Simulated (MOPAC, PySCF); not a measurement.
C$_{3}$HN, SMILES `C#CC#N`, neutral singlet in the gas phase. 

Cartesian coordinates (Å):
```xyz
5

C     -1.2858    -0.0076     0.2937
C     -0.0852    -0.0005     0.2545
C      1.2825     0.0076     0.2099
N      2.4371     0.0142     0.1722
H     -2.3487    -0.0138     0.3283
```
Charge 0, spin multiplicity 1.

All levels are single points at this geometry (B3LYP-D3(BJ)/def2-TZVP); Pople sets use spherical d functions. Orbital energies aren't observables, and empty levels follow the basis.

HF/STO-3G in PySCF gives gap (eV) = 16.31.

Estimate the gap (eV) from each of these levels: PBE-D3(BJ)/def2-TZVP in PySCF; ωB97X-D3(BJ)/def2-TZVP in PySCF; B3LYP/3-21G in PySCF; B3LYP/6-311+G** in PySCF; BP86/6-31G* in PySCF; PBE/6-31G* in PySCF; HF/6-31G* in PySCF; PM6 in MOPAC.


```csv
level,gap (eV)
PBE-D3(BJ)/def2-TZVP in PySCF,5.25
ωB97X-D3(BJ)/def2-TZVP in PySCF,11.95
B3LYP/3-21G in PySCF,7.29
B3LYP/6-311+G** in PySCF,6.93
BP86/6-31G* in PySCF,5.30
PBE/6-31G* in PySCF,5.30
HF/6-31G* in PySCF,14.20
PM6 in MOPAC,11.74
```
